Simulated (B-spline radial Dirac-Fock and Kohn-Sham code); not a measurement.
# Elastic and transport cross sections of cobalt for positrons

Method: relativistic (Dirac) partial waves in the static field of the Dirac-Fock atom, without polarisation or absorption potentials. Computed with an atomic code on a B-spline grid. Below a few hundred eV the neglected polarisation potential matters, most of all at small angles. σ_tr1 and σ_tr2 weight the cross section with 1 − P₁ and 1 − P₂ of cos θ; "backward" is the share scattered beyond 90°.

| energy (eV) | σ (a₀²) | σ_tr1 (a₀²) | σ_tr2 (a₀²) | σ/σ_tr1 | backward (%) |
| --- | --- | --- | --- | --- | --- |
| 109 | 14.4 | 2.89 | 5.05 | 4.99 | 5.5 |
| 118 | 13.9 | 2.73 | 4.77 | 5.11 | 5.3 |
| 129 | 13.4 | 2.55 | 4.48 | 5.26 | 5.2 |
| 289 | 9.40 | 1.38 | 2.48 | 6.80 | 3.8 |
| 383 | 8.25 | 1.10 | 2.00 | 7.49 | 3.4 |
| 394 | 8.14 | 1.07 | 1.96 | 7.57 | 3.3 |
| 558 | 6.90 | 0.796 | 1.48 | 8.66 | 2.8 |
| 1010 | 5.14 | 0.450 | 0.884 | 11.4 | 1.8 |
| 1130 | 4.86 | 0.400 | 0.795 | 12.1 | 1.7 |
| 2810 | 2.95 | 0.139 | 0.299 | 21.2 | 0.76 |
| 4350 | ? | ? | ? | ? | ? |
| 8410 | 1.45 | 0.0318 | 0.0731 | 45.7 | 0.28 |
| 14000 | 1.00 | 0.0149 | 0.0352 | 67.6 | 0.16 |
| 15500 | 0.931 | 0.0127 | 0.0303 | 73.3 | 0.15 |
| 23500 | 0.676 | 0.00657 | 0.0160 | 103 | 0.094 |
| 27200 | 0.603 | 0.00519 | 0.0127 | 116 | 0.080 |

Question: Fill in the row for 4.35 keV.

Answer: σ = 2.26 a₀², σ_tr1 = 0.0792 a₀², σ_tr2 = 0.175 a₀², σ/σ_tr1 = 28.5, backward 0.52 %. The ratio σ/σ_tr1 is roughly the number of elastic collisions that randomise the direction.
